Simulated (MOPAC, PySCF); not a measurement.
H6InN3, SMILES `[NH2][In]([NH2])[NH2]`, neutral singlet in the gas phase. 

Cartesian coordinates (Å):
```xyz
10

N     -0.5894     1.9765     0.0476
In    -0.0117     0.0018    -0.0310
N      1.7575    -0.4759    -0.9697
N     -1.4474    -1.4592     0.1782
H     -1.2932     2.1643     0.7637
H      0.1874     2.6190     0.2133
H      2.5112     0.1854    -0.7741
H      2.1041    -1.4065    -0.7303
H     -1.0625    -2.3728     0.4244
H     -2.1561    -1.2327     0.8781
```
Charge 0, multiplicity 1.

All levels are single points at this geometry (PBE-D3(BJ)/def2-TZVP); Pople sets use spherical d functions. Orbital energies aren't observables, and empty levels follow the basis.

PM7 in MOPAC gives HOMO (eV) = -9.34.

Q: Estimate the HOMO (eV) from each of these levels: PBE-D3(BJ)/def2-TZVP in PySCF; B3LYP/6-31G* (LANL2DZ on In) in PySCF; BP86/6-31G* (LANL2DZ on In) in PySCF; M06-2X/6-31G* (LANL2DZ on In) in PySCF; PBE/6-31G* (LANL2DZ on In) in PySCF; SVWN5/6-31G* (LANL2DZ on In) in PySCF; AM1 in MOPAC; PM3 in MOPAC.

A: 
| level | HOMO (eV) |
|---|---|
| PBE-D3(BJ)/def2-TZVP in PySCF | -5.49 |
| B3LYP/6-31G* (LANL2DZ on In) in PySCF | -6.12 |
| BP86/6-31G* (LANL2DZ on In) in PySCF | -5.09 |
| M06-2X/6-31G* (LANL2DZ on In) in PySCF | -7.81 |
| PBE/6-31G* (LANL2DZ on In) in PySCF | -4.98 |
| SVWN5/6-31G* (LANL2DZ on In) in PySCF | -5.06 |
| AM1 in MOPAC | -9.38 |
| PM3 in MOPAC | -9.25 |
